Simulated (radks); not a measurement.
Results of a calculation; reference values are marked as such.
Problem. These are the eigenvalues of the occupied orbitals of an atom or ion with whole-number occupations (hartree). Code: a radial shooting solver on a logarithmic mesh with Libxc functionals. Model: Dirac Kohn-Sham, exchange-only PBE, spin-unpolarised, spherical densities, finite nucleus; Fermi nuclear charge, rms radius of each element as measured or else 0.836 A^(1/3) + 0.57 fm.

| orbital | eigenvalue |
|---|---|
| 1s1/2 | -911.1995 |
| 2s1/2 | -184.4489 |
| 2p1/2 | -176.1547 |
| 2p3/2 | -170.6658 |
| 3s1/2 | -72.19286 |
| 3p1/2 | -69.30747 |

Which element is it, and in what charge state? The configuration may be excited. Open shells, if any, fill j = l - 1/2 first.

Solution. Z = 45, rhodium, charge +32: Rh32+ in [Ne] 3s2 3p1. The list shows which subshells hold electrons but not how many an open one holds; the 1s level, -911.2 hartree, gives Z - s = 42.7 by -(Z - s)^2/2, which with screening and relativity narrows Z to a few neighbours, and the depths of the outer levels then fix element, charge and occupations together.
